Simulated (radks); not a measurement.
Task: Bi55+, configuration [Ar] 3d10 (the NIST ground configuration). Calculated with a radial shooting solver on a logarithmic mesh with Libxc functionals: scalar-relativistic Kohn-Sham, PBE, spin-polarised, spherical densities, finite nucleus; Fermi nuclear charge, rms radius 5.5211 fm. Some entries of the table are withheld. Estimate them.

| orbital | occ. | eigenvalue (eV) | <1/r> (bohr^-1) |
|---|---|---|---|
| 1s | 2 | (1) | 103.2 |
| 2s | 2 | -19422.66 | 24.31 |
| 2p | 6 | -17082.44 | 21.28 |
| 3s | 2 | -6900.164 | 9.204 |
| 3p | 6 | -6224.648 | 8.335 |
| 3d | 10 | (2) | 7.815 |
| 4s | 0 | -3452.400 | 4.595 |
| 4p | 0 | -3193.070 | 4.258 |

Result: 
(1) 1s eigenvalue (eV): -93827.59
(2) 3d eigenvalue (eV): -5577.659
